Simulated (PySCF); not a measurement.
CF₃O₂S, SMILES O=[S](=O)C(F)(F)F (connectivity only; charge and spin as stated), charge -1, multiplicity 1.

The structure is a stationary point at PBE0-D3(BJ)/def2-SVPD. The spin state was assumed, not searched. The isomer is the one that the SMILES or the coordinates give; other isomers of the formula were not compared.

These are PySCF with B3LYP/def2-SVPD values and carry that method's errors.

Isolated molecule, no solvent.

- total energy: -885.85441 hartree
- point group: Cs
- highest occupied level: -1.47 eV
- lowest empty level: 4.16 eV
- orbital gap: 5.63 eV
- dipole moment about the centre of nuclear charge: 4.45 D
- mean static polarisability: 54.5 bohr³ (8.07 Å³)
- polarisability, principal values: 49.1, 56.3, 58.0 bohr³
